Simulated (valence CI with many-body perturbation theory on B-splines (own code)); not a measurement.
**Sensitivity of CI+MBPT for I39+**

Calculated by valence CI with perturbative core correlation (CI+MBPT): four valence electrons over a frozen Dirac-Fock core [Ne], a basis of 6 s, 6 p, 5 d, 3 f, 1 g functions for each j, with the one-electron correlation potential Σ1, the two-electron term Σ2, the three-electron term Σ3, Breit, model QED; selected CI, second order for the rest, scaled by the run's own slope (own B-spline code, finite nucleus).

No measured spectrum was set against this ion. As an estimate, large intervals hold to a few tenths of a per cent, small ones and those within an open d or f shell to about a per cent.

The reference run has the lowest level (3s^2 3p1/2^2) J=0 and an ionisation energy of 2837.87 eV. Its largest variational space holds 9995 state functions.

Levels are named by their leading jj configuration (3d3/2^4 stands for four electrons in 3d with j = 3/2), which in mixed levels can hold well under half, so a name can repeat and another be missing. Letters in brackets count levels of one name in rising energy.

Changed runs:
A. lowest core n in screening and Σ2 1 → 3
B. Davidson tolerance 2e-05 → 0.0003; shift of the energy in Σ1 (hartree) 0 → -15.408
C. highest l with Σ1, explicit Σ2 and valence Breit (higher l get mean screening factors) 3 → 1
D. scale of Σ2 1 → -1 (bad on purpose)

Excitation energies of the reference run in cm⁻¹, and shifts in cm⁻¹:

```
                     Level  Reference      B       C       D
    (3s^2 3p1/2 3p3/2) J=1     542050    -39    +6.7   -1177
    (3s^2 3p1/2 3p3/2) J=2     592468    -40     +44    -750
        (3s^2 3p3/2^2) J=2    1170900    -79     +31   -1797
        (3s^2 3p3/2^2) J=0    1281190    -80     -22    -809
    (3s 3p1/2^2 3p3/2) J=2    1339840    +23    -530   -1620
    (3s 3p1/2^2 3p3/2) J=1    1496560    +20   -2408   +1712
    (3s^2 3p1/2 3d3/2) J=2    1698100    +12  -20386   +1677
(3s 3p1/2 3p3/2^2) J=2 [a]    1801650    -12   -7673   -2768
    (3s^2 3p1/2 3d5/2) J=3    1870700    -11  -12880    -436
    (3s^2 3p1/2 3d3/2) J=1    1906970    +12  -19832  +10410
    (3s^2 3p1/2 3d5/2) J=2    1996500   -8.9  -15465   +5245
    (3s 3p1/2 3p3/2^2) J=3    2009220    -13  -10483   +2525
    Ionisation energy (eV)    2837.87  -0.07  -0.036  +0.042
```

Run A: It gave no result: the setting left no core shell for the response of the core. The program said: "need at least one array to concatenate".
